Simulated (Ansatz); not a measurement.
`C[SiH](F)[SnH3]` → `FC[SiH2][SnH3]`  (isomerisation)

Isolated molecules relaxed with PBE0-D4/def2-TZVP in Ansatz; ΔE leaves out vibrations. CCSD(T)/CBS adds triple-zeta CCSD(T) − MP2 to the extrapolated MP2 energy (def2 sets, frozen cores). DFT in def2-TZVPP. def2 core potentials past Kr. For Sn outer-core shells are correlated without core-valence functions, which leaves a few kJ/mol of doubt a bond. One conformer a species, not always the lowest.

Task: Is it downhill or uphill in electronic energy at CCSD(T)/CBS, and by how much? (Estimate.)

Result: Computed: Uphill: ΔE = +244.9 kJ/mol.

Task: What do these levels give: PBE-D4, r2SCAN-D4, B2PLYP, MP2/def2-TZVPP, MP2/def2-QZVPP, SCS-MP2/def2-QZVPP? (An estimate is asked.)

Result: Ansatz gave: PBE-D4 226.5, r2SCAN-D4 240.7, B2PLYP 241.8, MP2/def2-TZVPP 251.8, MP2/def2-QZVPP 255.5, SCS-MP2/def2-QZVPP 249.2 kJ/mol.

Largest T1 diagnostic among the species: 0.013.

From PBE to PBE0 (25 % exact exchange), in def2-TZVPP and without D4, ΔE moves by +6.5 kJ/mol.
